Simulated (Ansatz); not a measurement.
Hf₂S₂⁺ (the lowest doublet isomer of a short search) was relaxed with r2SCAN-D4 (def2-SVP) in Ansatz in these states: charge +1 doublet, charge +1 quartet. The geometries follow in no particular order.

In the def2 sets Hf takes a core potential; there is no spin–orbit coupling.

A:

Cartesian coordinates in Å:
```
Hf 0.0935 0.8356 -1.2312
Hf -0.4139 -1.1658 0.8320
S 1.6533 -0.7059 -0.2782
S -1.3330 1.0361 0.6773
```

B:

```xyz
4

Hf   -1.2034    0.6898    0.0864
Hf    1.0608   -0.4702    0.7646
S    -0.7960   -1.6542   -0.1722
S     0.9386    1.4346   -0.6787
```

Task: Judge from the bond lengths which geometry belongs to which state (an estimate).

Result: A is the charge +1 quartet (Hf1–Hf2 2.919 Å, Hf1–S4 2.391 Å, Hf1–S3 2.391 Å); B is the charge +1 doublet (Hf1–Hf2 2.633 Å, Hf1–S4 2.393 Å, Hf1–S3 2.393 Å).

At PBE0-D4/def2-TZVP a doublet lies 0.36 eV below the charge +1 quartet. These are the stationary points nearest to one start from a short search; other shapes may lie lower in each state.
